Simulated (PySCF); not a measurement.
B2ClFH2O.
SMILES: `FBOBCl`

The closed-shell SCF was solved with PySCF and density fitting under several settings on one GFN2-xTB geometry (grid level 2 and gas phase unless stated).

| settings | basis functions | SCF cycles | E (Eh) | HOMO (eV) | LUMO (eV) | dipole (D) |
| --- | --- | --- | --- | --- | --- | --- |
| PBE0/pcSseg-1 | 102 | 13 | -685.9148 | -9.32 | -0.76 | 1.13 |
| PBE0/def2-SVPD | 129 | 14 | -685.6567 | -9.36 | -0.89 | 1.10 |
| LC-wPBE/6-31++G** | 106 | 12 | -686.0675 | -12.14 | 1.23 | 1.25 |
| BLYP/pcseg-1, IEF-PCM cyclohexane, level shift 0.2 Eh, start guess atom | 84 | 11 | -686.2491 | -7.68 | -1.52 | 1.08 |

Problem. Estimate the row for these settings: KT2/6-31G*, grid level 1.

Solution. 
```tsv
settings	basis functions	SCF cycles	E (Eh)	HOMO (eV)	LUMO (eV)	dipole (D)
KT2/6-31G*, grid level 1	78	11	-693.0669	-7.80	-1.47	0.92
```

Problem. Over all rows, what range does the HOMO–LUMO gap span?

Solution. From 6.16 eV (BLYP/pcseg-1, IEF-PCM cyclohexane, level shift 0.2 Eh, start guess atom) to 13.37 eV (LC-wPBE/6-31++G**). The functional of the narrowest has no exact exchange, that of the widest range-separated exact exchange.

Problem. And the dipole moment?

Solution. From 0.92 D (KT2/6-31G*, grid level 1) to 1.25 D (LC-wPBE/6-31++G**); the largest is 1.36 times the smallest, and the median is 1.10 D.

Problem. Compare two rows with the functional PBE0: PBE0/pcSseg-1 and PBE0/def2-SVPD. Which energy is lower, and by how much?

Solution. PBE0/pcSseg-1 (102 functions) lies 0.2581 Eh or 162 kcal/mol below PBE0/def2-SVPD (129 functions). The smaller set gives the lower energy; the two sets aren't nested, so the variational bound doesn't order them by size.

Cycle counts include a coarse-grid stage where the run had one. All basis functions are spherical, in the Pople sets too. KT2 was designed for NMR shieldings or shifts; total energies of different functionals aren't comparable. The species at its GFN2-xTB geometry.
